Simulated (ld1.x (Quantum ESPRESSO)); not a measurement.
Building the TM potential for lithium (PBE, non-relativistic).

The input file (ld1.x (Quantum ESPRESSO) 7.5):

```
&input
   title='Li', zed=3., rel=0, dft='PBE', iswitch=3,
   config='[He] 2s1 2p0 3d-2',
   nld=3, rlderiv=4.55, eminld=-2.0, emaxld=5.0, deld=0.02
 /
 &inputp
   pseudotype=2, tm=.true., lloc=-1, rcloc=4.15,
   nlcc=.false.,
   file_pseudopw='Li.UPF', file_wfcaegen='ae.wfc', file_wfcncgen='nc.wfc', file_beta='beta', file_chi='chi'
 /
3
2S  1  0   1.00   0.00  3.25  3.25  0.0
2P  2  1   0.00   0.00  4.20  4.20  0.0
3D  3  2  -2.00   0.15  3.55  3.55  0.0
 &test
   configts(1)='2s1 2p0'
 /
```

Command:

```bash
ld1.x < Li.in > Li.out
```

Output (shortened: banner, matrices, multipoles, cross overlaps and the repeated all-electron block are left out):

```
Program LD1 v.7.5
     --------------------------- All-electron run ----------------------------

     Li

     atomic number is  3.00
     dft =PBE   lsd =0 sic =0 latt =0  beta=0.20 tr2=1.0E-14
     Exchange-correlation= PBE
                           (   1   4   3   4   0   0   0)
     mesh =1017 r(mesh) =  99.62247 a.u. xmin = -7.00 dx = 0.01250
     1 Ry =  13.60569312 eV

     n l     nl                  e(Ry)          e(Ha)          e(eV)
     1 0     1S 1( 2.00)        -3.8109        -1.9055       -51.8502
     2 0     2S 1( 1.00)        -0.2112        -0.1056        -2.8740
     2 1     2P 1( 0.00)        -0.0801        -0.0401        -1.0902

     final scf error:  6.5E-15 reached in  30 iterations

     Etot =     -14.902896 Ry,      -7.451448 Ha,    -202.764226 eV

     Ekin =      14.803746 Ry,       7.401873 Ha,     201.415221 eV
     Encl =     -34.196406 Ry,     -17.098203 Ha,    -465.265811 eV
     Eh   =       8.063386 Ry,       4.031693 Ha,     109.707954 eV
     Exc  =      -3.573621 Ry,      -1.786810 Ha,     -48.621590 eV

     normalization and overlap integrals

     s(1S/1S) =  1.000000  <r> =   0.5820  <r2> =    0.4658  r(max) =   0.3593
     s(2S/2S) =  1.000000  <r> =   3.9075  <r2> =   18.2033  r(max) =   3.1233
     s(2P/2P) =  1.000000  <r> =   5.0406  <r2> =   31.4558  r(max) =   3.8148

     ------------------------ End of All-electron run ------------------------

     --------------------- Generating NC pseudopotential ---------------------

      Generating local potential from pseudized AE potential:
      Matching radius rcloc =   4.1500

      Local pseudo, rcloc= 4.164 Estimated cut-off energy=     3.65 Ry

      Wfc   2S  rcut= 3.243  Using Troullier-Martins method

      Wfc   2P  rcut= 4.164  Using Troullier-Martins method

      Wfc   3D  rcut= 3.584  Using Troullier-Martins method

     ------------------- End of pseudopotential generation -------------------

     Computing logarithmic derivative in   4.57294
     Computing logarithmic derivative in   4.57294
     Computing the partial wave expansion
     R is outside the sphere for l=    0 j= 0.00
     R is outside the sphere for l=    1 j= 0.00
     R is outside the sphere for l=    2 j= 0.00

     ---------------------- Testing the pseudopotential ----------------------

     Li

     atomic number is  3.00   valence charge is  1.00
     dft =PBE   lsd =0 sic =0 latt =0  beta=0.20 tr2=1.0E-14
     mesh =1017 r(mesh) =  99.62247 xmin = -7.00 dx = 0.01250

     n l     nl             e AE (Ry)        e PS (Ry)    De AE-PS (Ry)
     1 0     2S   1( 1.00)       -0.21124       -0.21124        0.00000
     2 1     2P   1( 0.00)       -0.08013       -0.08013        0.00000

     eps = 3.6E-17  iter =  3

     Etot =     -14.902896 Ry,      -7.451448 Ha,    -202.764226 eV
     Etotps =    -0.381511 Ry,      -0.190756 Ha,      -5.190722 eV

     Ekin =       0.135280 Ry,       0.067640 Ha,       1.840581 eV
     Encl =      -0.252106 Ry,      -0.126053 Ha,      -3.430076 eV
     Ehrt =       0.232071 Ry,       0.116035 Ha,       3.157485 eV
     Ecxc =      -0.213793 Ry,      -0.106896 Ha,      -2.908796 eV
     Epseu=      -0.282964 Ry,      -0.141482 Ha,      -3.849916 eV

     ---------------------- End of pseudopotential test ----------------------
```

Generation and configuration tests took about 0.46 s on one core of a shared server CPU.

Transferability test of the new file with ld1.x, input:

```
&input
   title='Li', zed=3., rel=0, dft='PBE', iswitch=2,
   config='[He] 2s1 2p0 3d-2'
 /
 &test
   file_pseudo='Li.UPF', nconf=3,
   configts(1)='2s1 2p0',
   configts(2)='2s0.5 2p0',
   configts(3)='2s0 2p1'
 /
```

```bash
ld1.x < Li.test.in > Li.test.out
```

Pseudopotential blocks of its output, shortened (energy terms left out):

```
     ---------------------- Testing the pseudopotential ----------------------

     n l     nl             e AE (Ry)        e PS (Ry)    De AE-PS (Ry)
     1 0     2S   1( 1.00)       -0.21124       -0.21124        0.00000
     2 1     2P   1( 0.00)       -0.08013       -0.08013        0.00000

     eps = 6.2E-17  iter =  3

     Etot =     -14.902896 Ry,      -7.451448 Ha,    -202.764226 eV
     Etotps =    -0.381511 Ry,      -0.190755 Ha,      -5.190721 eV

     ---------------------- End of pseudopotential test ----------------------

          ---------------------- Testing the pseudopotential ----------------------

     n l     nl             e AE (Ry)        e PS (Ry)    De AE-PS (Ry)
     1 0     2S   1( 0.50)       -0.39268       -0.39059       -0.00209
     2 1     2P   1( 0.00)       -0.24583       -0.24322       -0.00261

     eps = 5.4E-15  iter = 14

     Etot =     -14.752332 Ry,      -7.376166 Ha,    -200.715703 eV
     Etotps =    -0.231240 Ry,      -0.115620 Ha,      -3.146180 eV
     dEtot_ae =       0.150564 Ry
     dEtot_ps =       0.150271 Ry,   Delta E=       0.000293 Ry

     ---------------------- End of pseudopotential test ----------------------

          ---------------------- Testing the pseudopotential ----------------------

     n l     nl             e AE (Ry)        e PS (Ry)    De AE-PS (Ry)
     1 0     2S   1( 0.00)       -0.24597       -0.24622        0.00025
     2 1     2P   1( 1.00)       -0.11492       -0.11509        0.00017

     eps = 8.3E-15  iter = 17

     Etot =     -14.771576 Ry,      -7.385788 Ha,    -200.977529 eV
     Etotps =    -0.250163 Ry,      -0.125082 Ha,      -3.403646 eV
     dEtot_ae =       0.131320 Ry
     dEtot_ps =       0.131348 Ry,   Delta E=      -0.000028 Ry

     ---------------------- End of pseudopotential test ----------------------
```
